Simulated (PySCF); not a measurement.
NMR data simulated for an unnamed compound:

1H NMR (500 MHz, computed): δ 10.12 (m, 1H), 7.69 (m, 1H), 7.03 (m, 1H), 4.00 (s, 3H).

13C{1H} NMR (computed): δ 206.1 (C), 196.5 (CH), 179.0 (C), 149.5 (C), 136.6 (CH), 120.0 (CH), 56.0 (CH3).

Computed data (PySCF 2.14.0 with density-fitted response routines): coordinates at the GFN2-xTB level, σ from GIAO-PBE0/pcSseg-1. A single conformation, averaged over atoms made equivalent by symmetry, fast rotation or ring inversion, relativity neglected, no solvent.

References, each an isolated molecule treated in the same way: TMS for 1H (31.72 ppm) and 13C (186.93 ppm).

Q: Which of these does the molecule contain: a methoxy group, a nitrile, an aldehyde, an amide, a ketone?

A: 
- A methoxy group: yes (δC 56.0; δH 4.00 (s)).
- A nitrile: no.
- An aldehyde: yes (δC 196.5; δH 10.12 (m)).
- An amide: no.
- A ketone: no.

The data belong to SMILES COc1cc(Cl)cc(C=O)p1, C$_{7}$H$_{6}$ClO$_{2}$P; they needn't prove each group on their own.

Carbon signals by region: 3 in the far downfield region (above 160 ppm), 3 in the sp2 and nitrile region (100–160 ppm), 1 at 50–100 ppm. Above 160 ppm: 206.1, aromatic carbon bearing oxygen, 196.5, aldehyde carbonyl carbon, 179.0, substituted aromatic carbon.

Carbons that carry Cl, above all several Cl atoms, come out too deshielded, partly because spin–orbit coupling is missing. Splittings by 31P in the carbon and heteronuclear signals aren't shown, as no couplings were computed. Shifts are as computed. Against solution values, carbons near 30 ppm lie about +3 ppm off and those near 130 ppm about +5 ppm; carbons on Cl a further +6 ppm. Of 1211 compounds with measured shifts, 218 miss one by over three times the rms of a fit or turn the order of signals round; such compounds aren't used in these exercises. No couplings were computed; multiplicities are counted from neighbouring protons, with m where these are inequivalent, close in shift, in a saturated or five-membered ring or joined by F or P, and br s for small geminal =CH2 splittings.
